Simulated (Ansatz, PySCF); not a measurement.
Here is a job for PySCF.
```python
from pyscf import gto, scf, dft

mol = gto.Mole()
mol.atom = '''
    C     0.00737565   -0.54258092   -0.03551608
    O    -0.02399647    0.76721111    0.02617374
    H     1.05649778   -0.91275134    0.04462160
    H    -0.43522191   -0.98812215    0.88627883
    H    -0.47355799   -0.98132992   -0.92719387
'''
mol.basis = 'def2-svpd'
mol.spin = 1
mol.verbose = 3
mol.build()

mf = dft.UKS(mol)
mf.xc = 'b3lyp5'
mf.grids.atom_grid = (99, 590)
mf.grids.prune = None
mf.kernel()
```

Task: Give the equivalent Ansatz (a program for electronic structure) input.

Result: This is not unique; one that fits is 
Ansatz 0.2 input:
```yaml
crystal:
  periodic: [false, false, false]
  atoms:
    - {symbol: C, position_ang: [0.00737565, -0.54258092, -0.03551608]}
    - {symbol: O, position_ang: [-0.02399647, 0.76721111, 0.02617374]}
    - {symbol: H, position_ang: [1.05649778, -0.91275134, 0.04462160]}
    - {symbol: H, position_ang: [-0.43522191, -0.98812215, 0.88627883]}
    - {symbol: H, position_ang: [-0.47355799, -0.98132992, -0.92719387]}
basis:
  gaussian:
    orbitals: def2-SVPD
hamiltonian:
  xc: b3lyp5
magnetization: {spin_polarized: true, initial_magnetization: 1}
accuracy: high
```

Both were run: PySCF gave -114.911751 Eh and Ansatz -114.911751 Eh, 0.000 mEh apart.
